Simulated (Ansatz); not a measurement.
Compare A (`B[C@H]1C[Si@H]1Cl`) with its isomer B (`[SiH3]C1CB1Cl`).

Isolated molecules relaxed with PBE0-D4/def2-TZVP in Ansatz; ΔE leaves out vibrations. CCSD(T)/CBS adds triple-zeta CCSD(T) − MP2 to the extrapolated MP2 energy (def2 sets, frozen cores). Functionals use def2-TZVPP. B3LYP here is the variant with VWN-RPA as its local correlation; programs differ in this.

Which is lower in electronic energy at CCSD(T)/CBS, and by how much? (An estimate is asked.)

Ansatz gave: A, by 33.0 kJ/mol.

Give E(B) − E(A) in kJ/mol with PBE0-D4, B2PLYP, CCSD(T)/def2-TZVPP, MP2/def2-TZVPP, PBE-D4, B3LYP, CCSD/def2-TZVPP. (Best estimate.)

Ansatz gave: PBE0-D4 28.6, B2PLYP 27.0, CCSD(T)/def2-TZVPP 28.5, MP2/def2-TZVPP 33.1, PBE-D4 28.8, B3LYP 23.1, CCSD/def2-TZVPP 25.8. None reverses the order clearly.

Largest T1 diagnostic: 0.012.

In def2-TZVPP, CCSD(T) changes the Hartree–Fock value by +13.1 kJ/mol (the triples alone add +2.7 kJ/mol) and MP2 by +17.6 kJ/mol.
